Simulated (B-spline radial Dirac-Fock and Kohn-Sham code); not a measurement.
**Kohn-Sham estimates against Dirac-Fock for the levels of Sb⁴⁺**

System: the Sb⁴⁺ ion, configuration [Kr] 4d10 5s1.

The density-functional columns are spherical, spin-unpolarised Dirac-Kohn-Sham results without Breit or QED terms: −ε is minus the orbital energy of the initial state and ΔSCF the difference of two total energies. The reference in the last column comes from Dirac-Fock energy differences between relaxed states, corrected for Breit and QED terms. All numbers are from a B-spline atomic structure program, in eV; a selection of levels is shown. For the 1s level of heavy atoms much of the gap between ΔSCF and the reference is the Breit and QED part, -102.4 eV here; for other levels the error of the functional can be larger.

| level | LDA −ε | LDA ΔSCF | PBE −ε | PBE ΔSCF | Dirac-Fock |
| --- | --- | --- | --- | --- | --- |
| K (1s) | 30292.1 | 30638.5 | 30326.8 | 30674.2 | 30545.4 |
| L1 (2s) | 4646.0 | 4709.0 | 4650.1 | 4713.0 | 4759.9 |
| L2 (2p1/2) | 4351.9 | 4430.0 | 4353.3 | 4431.4 | 4436.6 |
| L3 (2p3/2) | 4100.4 | 4173.8 | 4101.5 | 4174.8 | 4188.2 |
| M1 (3s) | 945.2 | 967.9 | 946.4 | 969.0 | 1002.0 |
| M2 (3p1/2) | 824.8 | 848.1 | 825.0 | 848.4 | 869.8 |
| M3 (3p3/2) | 778.4 | 801.0 | 778.6 | 801.1 | 822.9 |
| M4 (3d3/2) | 564.7 | 589.6 | 564.3 | 589.1 | 591.7 |
| M5 (3d5/2) | 555.1 | 579.6 | 554.6 | 579.2 | 582.3 |
| N2 (4p1/2) | 150.5 | 161.5 | 150.4 | 161.5 | 168.9 |
| N3 (4p3/2) | 141.8 | 152.6 | 141.8 | 152.6 | 160.3 |
| N4 (4d3/2) | 76.84 | 86.62 | 76.62 | 86.42 | 85.09 |
| N5 (4d5/2) | 75.55 | 85.27 | 75.35 | 85.07 | 83.84 |
| O1 (5s) | 50.30 | 55.86 | 49.77 | 55.42 | 53.40 |

Question: Order the estimates of the K (1s) level by their distance from the Dirac-Fock value, nearest first.
A. LDA −ε
B. PBE ΔSCF
C. LDA ΔSCF
D. PBE −ε

Answer: C (93.0 eV), B (128.8 eV), D (218.6 eV), A (253.4 eV).

For the outermost level NIST gives 55 ± 0.1 eV (semi-empirical); the differences from it are LDA −ε -4.70, LDA ΔSCF +0.86, PBE −ε -5.23, PBE ΔSCF +0.42, Dirac-Fock -1.60 eV.

Values without a named source are computed, but for edge energies of neutral atoms, which are taken from tables.
